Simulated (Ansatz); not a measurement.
Ansatz (a first-principles code) input (HF/3-21G): The .json file is the Basis Set Exchange's 3-21G.

Ansatz 0.2 input:
```yaml
crystal:
  periodic: [false, false, false]
  atoms:
    - {symbol: Zn, position_ang: [-0.37282179, -0.67969828, -0.28983161]}
    - {symbol: S, position_ang: [0.60743641, 1.24061584, 0.46642525]}
    - {symbol: H, position_ang: [1.46567121, 0.54109494, 1.23214432]}
basis:
  gaussian:
    orbitals: 3-21G.json
hamiltonian:
  xc: {name: HF}
magnetization: {spin_polarized: true, initial_magnetization: 1}
relax: {f_tol: 0.003, max_steps: 120}
```

From the last part of the output:

```
mean field -58920.55593833 eV, -2165.2904929464 hartree, gradient 7.6e-5 eV, S^2 0.755726; 0 other end points of the search recorded, 0 dependent functions left out
the calculation of the forces begins
reference -58920.55593833 eV, -2165.2904929464 hartree; 24, 23 occupied and 20, 21 virtual orbitals, 446 factors
relax step   1: F+E_penalty+E_count = -58920.55593833 eV  Δ(F+E_penalty+E_count) = +0.000e0 eV  max|allowed force component| = 3.291e-1 eV/Å  Δτ_max = 0.0000 Å  (46 SCF iters, accepted)
these checks for a lower state are left out or cut short: starts, cluster_reference, orbital_swaps, neighbouring_geometries, increment
integrals: 0.00 GiB planned
446 factors; integrals over basis functions are off by at most 1.2e-4 eV
mean field: 0.14 GiB planned
mean field evaluation 16: about -58920.3066 eV, gradient 5.6e0 eV
mean field -58920.58465880 eV, -2165.2915484041 hartree, gradient 2.3e-5 eV, S^2 0.755639; 0 other end points of the search recorded, 0 dependent functions left out
the calculation of the forces begins
reference -58920.58465880 eV, -2165.2915484041 hartree; 24, 23 occupied and 20, 21 virtual orbitals, 446 factors
relax step   2: F+E_penalty+E_count = -58920.58465880 eV  Δ(F+E_penalty+E_count) = -2.872e-2 eV  max|allowed force component| = 5.313e-1 eV/Å  Δτ_max = 0.1950 Å  (46 SCF iters, accepted)
these checks for a lower state are left out or cut short: starts, cluster_reference, orbital_swaps, neighbouring_geometries, increment
integrals: 0.00 GiB planned
446 factors; integrals over basis functions are off by at most 1.2e-4 eV
mean field: 0.14 GiB planned
mean field evaluation 32: about -58920.6000 eV, gradient 3.7e-4 eV
mean field -58920.59995265 eV, -2165.2921104426 hartree, gradient 3.2e-5 eV, S^2 0.755675; 0 other end points of the search recorded, 0 dependent functions left out
the calculation of the forces begins
reference -58920.59995265 eV, -2165.2921104426 hartree; 24, 23 occupied and 20, 21 virtual orbitals, 446 factors
relax step   3: F+E_penalty+E_count = -58920.59995265 eV  Δ(F+E_penalty+E_count) = -1.529e-2 eV  max|allowed force component| = 1.679e-1 eV/Å  Δτ_max = 0.0497 Å  (44 SCF iters, accepted)
these checks for a lower state are left out or cut short: starts, cluster_reference, orbital_swaps, neighbouring_geometries, increment
integrals: 0.00 GiB planned
446 factors; integrals over basis functions are off by at most 1.2e-4 eV
mean field: 0.14 GiB planned
mean field -58920.60136231 eV, -2165.2921622468 hartree, gradient 3.2e-5 eV, S^2 0.755695; 0 other end points of the search recorded, 0 dependent functions left out
the calculation of the forces begins
reference -58920.60136231 eV, -2165.2921622468 hartree; 24, 23 occupied and 20, 21 virtual orbitals, 446 factors
relax step   4: F+E_penalty+E_count = -58920.60136231 eV  Δ(F+E_penalty+E_count) = -1.410e-3 eV  max|allowed force component| = 1.047e-2 eV/Å  Δτ_max = 0.0110 Å  (45 SCF iters, accepted)
these checks for a lower state are left out or cut short: starts, cluster_reference, orbital_swaps, neighbouring_geometries, increment
integrals: 0.00 GiB planned
446 factors; integrals over basis functions are off by at most 1.2e-4 eV
mean field: 0.14 GiB planned
mean field -58920.60137088 eV, -2165.2921625617 hartree, gradient 1.3e-5 eV, S^2 0.755698; 0 other end points of the search recorded, 0 dependent functions left out
the calculation of the forces begins
reference -58920.60137088 eV, -2165.2921625617 hartree; 24, 23 occupied and 20, 21 virtual orbitals, 446 factors
relax step   5: F+E_penalty+E_count = -58920.60137088 eV  Δ(F+E_penalty+E_count) = -8.569e-6 eV  max|allowed force component| = 3.408e-4 eV/Å  Δτ_max = 0.0013 Å  (34 SCF iters, accepted)
integrals: 0.00 GiB planned
446 factors; integrals over basis functions are off by at most 1.2e-4 eV
mean field: 0.14 GiB planned
mean field evaluation 64: about -58920.6012 eV, gradient 6.8e-2 eV
mean field -58920.60137088 eV, -2165.2921625617 hartree, gradient 1.3e-5 eV, S^2 0.755698; 1 other end points of the search recorded, 0 dependent functions left out
the calculation of the forces begins
reference -58920.60137088 eV, -2165.2921625617 hartree; 24, 23 occupied and 20, 21 virtual orbitals, 446 factors
Total energy: -58920.60137088 eV, -2165.2921625617 hartree
Atom 0 at    -0.452687    -0.700607    -0.357345 Å, force    -0.000108    -0.000217    -0.000083 eV/Å
Atom 1 at     0.610327     1.168188     0.472054 Å, force    -0.000052     0.000341    -0.000059 eV/Å
Atom 2 at     1.542645     0.634431     1.294029 Å, force     0.000160    -0.000123     0.000142 eV/Å
Dipole moment:    -0.175558    -0.718752    -0.119129 e Å
```
